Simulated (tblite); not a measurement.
Compound: C4H3N2O3S (doublet state).
Geometry (GFN2-xTB, Å), atoms numbered from 1 in this order:
```xyz
13
C4H3N2O3S angstrom
O     -2.2825    0.6963    1.4461
S     -1.8911    0.0326    0.2445
O     -2.4618    0.4161   -0.9996
O     -2.1035   -1.5395    0.4437
C     -0.1017    0.1061    0.0884
C      0.5112    0.7513   -0.9896
C      1.8798    0.7596   -0.9837
C      2.5588    0.1471    0.0475
N      1.8742   -0.4540    1.0156
N      0.6017   -0.4654    1.0285
H     -2.1122   -1.7502    1.3796
H     -0.1100    1.1917   -1.7529
H      3.6327    0.1089    0.1357
```

Structure optimised with GFN2-xTB, isolated species. This method treats the open shell by occupation alone, without spin polarisation.

Take the most abundant isotopes and a rigid rotor. The values belong to one conformer with, in the numbering `[O:1]=[S:2](=[O:3])([OH:4])[c:5]1[cH:6][c:7][cH:8][n:9][n:10]1`, O1–S2–O4–H -22°, O1–S2–C5–C6 -118°.

(1) Give the principal moments of inertia and the rotational constants in cm⁻¹.

(2) Classify the top.

(3) What does the inertial defect say?

(4) Give the other two planar moments, Paa and Pbb, and the rms extents of the mass along the axes.

(5) List the rotational levels J(Ka,Kc) to J = 3 (MHz).

## Answers

(1) Ia = 177.44, Ib = 577.59, Ic = 656.53 u·Å²; 505379 MHz·u·Å²/I gives 2848, 875.0 and 769.8 MHz, that is A = 0.09500, B = 0.02919, C = 0.02568 cm⁻¹.

(2) An asymmetric top. Ray's parameter κ = (2B − A − C)/(A − C) = -0.899; −1 is the prolate and +1 the oblate limit.

(3) Not planar: Δ = Ic − Ia − Ib = -98.51 u·Å². For a rigid frame Δ = −2 Σ m c², so Σ m c² = 49.25 u·Å² lies off the ab plane: 0.69 from hydrogen and 48.57 from heavier atoms. The atom farthest from that plane is 1.28 Å away.

(4) Paa = Σ m a² = (Ib + Ic − Ia)/2 = 528.34 and Pbb = Σ m b² = (Ia + Ic − Ib)/2 = 128.19 u·Å². With the mass M = 158.99 u, the rms extents √(P/M) along a, b and c are 1.82, 0.90, 0.56 Å.

(5) Above 0(0,0):
J = 1: 1(0,1) 1645, 1(1,1) 3618, 1(1,0) 3723
J = 2: 2(0,2) 4930, 2(1,2) 6802, 2(1,1) 7118, 2(2,1) 13037, 2(2,0) 13041
J = 3: 3(0,3) 9848, 3(1,3) 11576, 3(1,2) 12207, 3(2,2) 17971, 3(2,1) 17992, 3(3,1) 28103, 3(3,0) 28103

For this open shell read J as N, the rotation without spin; fine and hyperfine splittings come on top. Its GFN2-xTB frequencies are all real (lowest 32 cm⁻¹). No vibrational averaging or centrifugal distortion is included, and the geometry carries the error of its method.

All values are computed, not measured.
